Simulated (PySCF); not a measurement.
# Potential energy of CaIn along the bond

Set-up: Ca def2-SVPD, In def2-SVPD with ECP28; scalar-relativistic core potentials (PySCF 2.14). Energies in eV from Ca + In in their ground configurations at the same level. State: ²Π (doublet), unpaired electrons π ↑.

All columns are PBE0. A positive dipole means Ca(−)In(+).

```
R (Å)  E (eV)  μ (D)  Mulliken charge on Ca (basis-dependent)  HOMO (eV)  LUMO (eV)  Mayer bond order  ⟨S²⟩
2.823  -0.307  -1.88                                    -0.07      -4.02      -2.47              1.36  0.97
2.955  -0.482  -1.99                                    -0.07      -3.89      -2.36              1.28  0.96
3.086  -0.575  -2.06                                    -0.06      -3.78      -2.27              1.20  0.94
3.184  -0.606  -2.09                                    -0.05      -3.71      -2.22              1.14  0.93
3.283  -0.614  -2.11                                    -0.04      -3.65      -2.16              1.09  0.92
3.381  -0.604  -2.11                                    -0.02      -3.60      -2.12              1.03  0.90
3.513  -0.572  -2.09                                     0.00      -3.54      -2.07              0.95  0.88
3.677  -0.514  -2.04                                     0.02      -3.49      -2.09              0.84  0.86
3.874  -0.435  -1.95                                     0.04      -3.44      -2.12              0.72  0.83
4.137  -0.332  -1.81                                     0.06      -3.41      -2.13              0.56  0.79
```

A fit through these points gives, at Re = 3.271 Å, μ = -2.11 D and dμ/dR = -0.0778 D/Å; the reduced mass is 29.65 u.

Q: How strong is the fundamental in the double-harmonic approximation, I = 42.26·(dμ/dR)²/μred km/mol?

A: I = 42.26·(-0.0778)²/29.65 = 0.00863 km/mol at PBE0.

These are scalar-relativistic numbers at best; spin–orbit coupling would shift them, the dissociation energy most. The state was picked by a PBE0 search and need not be the measured ground state.
